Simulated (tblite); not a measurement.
Species: C6H14SSi2.
SMILES with atom numbers: `[CH3:1][CH2:2][S:3][SiH2:4][CH2:5][CH2:6][C:7]#[C:8][SiH3:9]` (hydrogens: H10, H11, H12 on C1; H13, H14 on C2; H15, H16 on Si4; H17, H18 on C5; H19, H20 on C6; H21, H22, H23 on Si9)

The geometry is computed with GFN2-xTB (gas phase).

Question: List the bond lengths, angles and torsions at this level.

Answer: 
```json
{"bond": "C1–C2", "length (pm)": "151.5"}
{"bond": "C2–S3", "length (pm)": "182.7"}
{"bond": "S3–Si4", "length (pm)": "214.5"}
{"bond": "Si4–C5", "length (pm)": "189.4"}
{"bond": "C5–C6", "length (pm)": "153.3"}
{"bond": "C6–C7", "length (pm)": "144.8"}
{"bond": "C7≡C8", "length (pm)": "120.6"}
{"bond": "C8–Si9", "length (pm)": "184.2"}
{"bond": "C1–H10, C1–H11, C1–H12", "length (pm)": "108.8"}
{"bond": "C2–H13, C2–H14", "length (pm)": "108.9"}
{"bond": "Si4–H15, Si4–H16", "length (pm)": "146.4"}
{"bond": "C5–H17, C5–H18", "length (pm)": "109.1"}
{"bond": "C6–H19, C6–H20", "length (pm)": "109.5"}
{"bond": "Si9–H21, Si9–H22, Si9–H23", "length (pm)": "146.6"}
```

Bonds in one row agree within 1 pm and their mean is given. A selection of angles:
```json
{"angle": "C1–C2–S3", "degrees": "112.6"}
{"angle": "C2–S3–Si4", "degrees": "101.8"}
{"angle": "S3–Si4–C5", "degrees": "106.3"}
{"angle": "Si4–C5–C6", "degrees": "112.2"}
{"angle": "C5–C6–C7", "degrees": "111.0"}
{"angle": "C6–C7–C8", "degrees": "177.9"}
{"angle": "C7–C8–Si9", "degrees": "178.9"}
```

Dihedral angles: C1–C2–S3–Si4 72° (synclinal); C2–S3–Si4–C5 165° (antiperiplanar); S3–Si4–C5–C6 54° (synclinal); Si4–C5–C6–C7 180° (antiperiplanar). The mirror-image conformer, all signs reversed, is as good.

Si9 (SiH3 silicon) is tetrahedral (angles from 108.5° to 110.5°). The C–C distances run from 1.206 Å (C7≡C8, drawn triple) to 1.533 Å (C5–C6, drawn single), a spread of 0.327 Å. The C–Si distances run from 1.842 Å (C8–Si9, drawn single) to 1.894 Å (Si4–C5, drawn single), a spread of 0.052 Å. Si4 (SiH2 silicon) is tetrahedral (angles from 106.3° to 112.5°). Of the pairs four or more bonds apart, Si4···H12 is among the closest relative to their van der Waals radii: 3.09 Å, 94 % of the sum of Bondi's values.

Point group: C1 (no symmetry element, even within 0.4 Å). Its lowest GFN2-xTB frequency is 16i cm⁻¹, too small to tell a flat minimum from a shallow saddle. One conformer, not necessarily the lowest.
